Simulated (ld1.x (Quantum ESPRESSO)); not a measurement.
# Before and after: PAW potential for fluorine (F)

```json
{
 "Element": "fluorine",
 "Generator": "ld1.x (Quantum ESPRESSO) 7.5",
 "Type": "PAW",
 "Functional": "PBE",
 "Relativity": "scalar-relativistic",
 "Frozen core": "[He]",
 "Valence charge": "7",
 "Reference configuration": "2s2 2p5",
 "Partial waves": "2s (bound): rcut 0.55, rcutus 0.60 bohr; 2s channel at -1.75 Ry: rcut 0.55, rcutus 0.60 bohr; 2p (bound): rcut 0.85, rcutus 1.05 bohr; 2p channel at -0.35 Ry: rcut 0.85, rcutus 1.05 bohr; 3d channel at 0.5 Ry: rcut 0.90, rcutus 1.05 bohr; 3d channel at 1.05 Ry: rcut 0.90, rcutus 1.05 bohr",
 "Local potential": "all-electron potential smoothed inside 0.90 bohr (lloc = -1)",
 "Core correction": "a·sin(br)/r model core, default radius (core density twice the valence density)",
 "Augmentation charge": "PSQ, inside the norm-conserving radii"
}
```

Change: all radii but the core radius scaled by about 1.24 (s 0.74, p 1.30, d 1.30 bohr, rcut 0.68/1.06/1.12); local potential all-electron potential smoothed inside 1.12 bohr (lloc = -1).

Cutoffs: the cutoffs (Ry, on a coarse ladder) from which the occupation-weighted sum of valence levels, in a spherical-Bessel basis at the reference potential, stays within 10 and 1 mRy of its value at 400 Ry; they do not see the model core or the augmentation charge, which bear on the density cutoff. Errors are all-electron minus pseudo energies relative to the spin-unpolarised reference configuration.

**Question.** Predict the effect on cutoff, ghosts and configuration errors.

**Answer.** The potential gets softer (110 Ry and 180 Ry → 55 Ry and 100 Ry); both files keep a bound ghost (s); of the 7 tests that both files solve, the error grows in 0 and shrinks in 4 by more than 15 % and 0.3 meV (median size 1.6 → 0.9 meV). A larger radius leaves more room for a smooth pseudo-wave, so fewer plane waves are needed. That the errors move this way runs against the usual rule that smaller radii transfer better.

| quantity | base | changed |
| --- | --- | --- |
| cutoff, loose | 110 Ry | 55 Ry |
| cutoff, tight | 180 Ry | 100 Ry |
| loose cutoff by channel (10 mRy a level) | s 100 Ry, p 55 Ry | s 50 Ry, p 40 Ry |
| bound ghosts | s | s |
| error for 2s2 2p4, meV [ΔE 19.39 eV] | -1.6 | -0.8 |
| error for 2s2 2p3, meV [ΔE 57.78 eV] | -9.6 | -3.0 |
| error for 2s2 2p2, meV [ΔE 118.41 eV] | -29 | -16 |
| error for 2s1 2p6, meV [ΔE 18.81 eV] | -0.8 | -0.9 |
| error for 2s2 2p5.3, meV [ΔE -2.67 eV] | +0.3 | +0.4 |
| error for 2s2 2p4.5, meV [ΔE 7.54 eV] | -0.5 | -0.5 |
| error for 2s1 2p5, meV [ΔE 38.49 eV] | -2.3 | -1.4 |
| lowest overlap eigenvalue by channel | s 0.73, p 0.96, d 0.85 | s 0.23, p 0.92, d 0.92 |

 A true bound ghost makes a file unfit for plane-wave use even where its test errors are small: the radial tests pick states by their node count and pass the ghost by.
